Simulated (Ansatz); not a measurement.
Cartesian coordinates (Å):
```xyz
5

N      2.2350     0.1101     0.0656
C      1.0826     0.0551     0.1152
Si    -0.7330    -0.0427     0.3242
H     -1.2277    -1.3016    -0.2765
H     -1.3572     1.1802    -0.2285
```
Charge 0, spin multiplicity 2.

Computed with frozen-core CCSD(T)/def2-TZVPP // PBE0-D4/def2-TZVP (Ansatz, a quantum-chemistry and plane-wave program).

```yaml
HF energy: -382.41806 Ha
MP2 correlation energy: -0.42903 Ha
```

Q: Estimate the CCSD correlation energy, the (T) correction, the total energy and the T1 diagnostic.

A: 
```json
{
  "CCSD correlation energy": "-0.45400 Ha",
  "(T) correction": "-0.02247 Ha",
  "CCSD(T) total energy": "-382.89454 Ha",
  "T1 diagnostic": "0.027"
}
```
